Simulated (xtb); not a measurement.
xtb input (GFN1-xTB):

```bash
xtb mol.xyz --gfn 1 --sp --chrg 0 --uhf 0
```
mol.xyz:
```
3

Zr     0.00177991     0.00247453    -0.04397706
H      1.53398685    -0.06285687     0.94231603
H     -1.60518343    -0.03612437     0.81676637
```

End of the output:

```
         :::::::::::::::::::::::::::::::::::::::::::::::::::::
         ::                     SUMMARY                     ::
         :::::::::::::::::::::::::::::::::::::::::::::::::::::
         :: total energy              -2.337469348135 Eh    ::
         :: gradient norm              0.008024656417 Eh/a0 ::
         :: HOMO-LUMO gap              0.000000000000 eV    ::
         ::.................................................::
         :: SCC energy                -2.343800268718 Eh    ::
         :: -> electrostatic           0.026924566188 Eh    ::
         :: repulsion energy           0.006655204769 Eh    ::
         :: dispersion energy         -0.000324284187 Eh    ::
         :: halogen bond corr.         0.000000000000 Eh    ::
         :: add. restraining           0.000000000000 Eh    ::
         :: total charge              -0.000000000000 e     ::
         :::::::::::::::::::::::::::::::::::::::::::::::::::::

           -------------------------------------------------
          |                Property Printout                |
           -------------------------------------------------

    * Orbital Energies and Occupations

         #    Occupation            Energy/Eh            Energy/eV
      -------------------------------------------------------------
         1        2.0000           -0.4462245             -12.1424
         2        2.0000           -0.4316852             -11.7468
         3        0.6517           -0.2796133              -7.6087 (HOMO)
         4        0.6517           -0.2796133              -7.6087 (LUMO)
         5        0.6517           -0.2796133              -7.6087
         6        0.0411           -0.2766339              -7.5276
         7        0.0038           -0.2743446              -7.4653
         8                         -0.1732573              -4.7146
         9                         -0.1705172              -4.6400
        10                         -0.0154694              -0.4209
        11                         -0.0115466              -0.3142
        12                          0.5208737              14.1737
        13                          0.6167441              16.7825
      -------------------------------------------------------------
                  HL-Gap            0.0000000 Eh            0.0000 eV
             Fermi-level           -0.2803040 Eh           -7.6275 eV

  Mulliken/CM5 charges         n(s)   n(p)   n(d)
     1Zr    0.62048  0.60477   0.492  0.846  2.041
     2H    -0.31024 -0.30239   1.310  0.000  0.000
     3H    -0.31024 -0.30239   1.310  0.000  0.000

Wiberg/Mayer (AO) data.
largest (>0.10) Wiberg bond orders for each atom

 ---------------------------------------------------------------------------
     #   Z sym  total        # sym  WBO       # sym  WBO       # sym  WBO
 ---------------------------------------------------------------------------
     1  40 Zr   1.808 --     2 H    0.904     3 H    0.904
Note: The following floating-point exceptions are signalling: IEEE_DENORMAL
normal termination of xtb
     2   1 H    0.904 --     1 Zr   0.904
     3   1 H    0.904 --     1 Zr   0.904
 ---------------------------------------------------------------------------

Topologies differ in total number of bonds
Writing topology from bond orders to xtbtopo.mol

 dipole moment from electron density (au)
     X       Y       Z
   0.1109   0.1542  -2.7399  total (Debye):    6.981

           -------------------------------------------------
          | TOTAL ENERGY               -2.337469348135 Eh   |
          | GRADIENT NORM               0.008024656417 Eh/α |
          | HOMO-LUMO GAP               0.000000000000 eV   |
           -------------------------------------------------

------------------------------------------------------------------------
------------------------------------------------------------------------
 total:
 SCF:
```

This is an excited singlet: at this geometry the triplet lies 0.18 eV lower at CCSD(T)/CBS(def2-TZVPPD,def2-QZVPPD).
